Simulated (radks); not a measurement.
Values are calculated unless marked as measured or tabulated.
Al3+, configuration 2s2 2p6 3d2 (not the ground configuration).

Code: a radial shooting solver on a logarithmic mesh with Libxc functionals. Model: scalar-relativistic Kohn-Sham, PBE, spin-polarised, spherical densities, finite nucleus; open shells are filled with parallel spins first; Fermi nuclear charge, rms radius 3.061 fm.

Energy parts (eV):
part                     energy
total                 -3234.229
kinetic                3231.522
electron-nucleus      -8009.611
Hartree                1858.859
exchange-correlation   -314.999

Orbitals (lengths in bohr, moments of r in powers of bohr; <r^-3> diverges for s and p1/2; r(max) is where P^2 peaks):
orbital  occ.  eigenvalue (eV)   <1/r>  <r^-3>  r(max)
2s up       1        -200.4841   2.678       -  0.4489
2s down     1        -200.0229   2.685       -  0.4484
2p up       3        -169.9032   2.684   58.95  0.3578
2p down     3        -169.5785   2.690   59.23  0.3574
3d up       2         -25.2809  0.5789  0.4251   1.768

The highest occupied level is 3d up at -25.281 eV. Spin moment in Bohr magnetons: 2. The spin density at the nucleus is -0.3157 e/bohr^3 (2s -0.3157). The electron density at the nucleus is 126.9 e/bohr^3 (large components only).

Run on one thread of a shared host, so times are rough (Intel(R) Xeon(R) Platinum 8259CL CPU @ 2.50GHz): 0.83 s of CPU time, 0.83 s wall, 104 iterations on 2189 mesh points.
